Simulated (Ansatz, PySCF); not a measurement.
Species: TlCl, charge 0, multiplicity 1. 
Geometry from a B3LYP-D3(BJ)/def2-TZVP (Ansatz, a program for electronic structure) optimisation:
```
Cl
Tl 1 2.5322
```

Property: atomisation energy (electronic, to ground-state atoms), in kJ/mol. Cores are frozen in the correlated levels unless marked. Open shells are spin-unrestricted. No spin-orbit coupling. The frozen core is the preceding noble-gas configuration, with the filled d and f shells of earlier blocks. In def2 rows, elements after Kr have scalar-relativistic effective core potentials. The coupled-cluster limit lacks core correlation, which all-electron functionals hold. CBS marks a two-point X^-3 extrapolation of the correlation energy; Hartree-Fock from the larger set.

```json
[
 {"level": "BP86-D3(BJ)/def2-TZVPD", "program": "PySCF + dftd3", "atomisation energy (kJ/mol)": "442.4"}
]
```

Question: What does CCSD(T)/CBS(def2-TZVPPD,def2-QZVPPD) (Ansatz) give?

Answer: 428.0 kJ/mol, so BP86-D3(BJ)/def2-TZVPD differs from it by 14.4 kJ/mol.
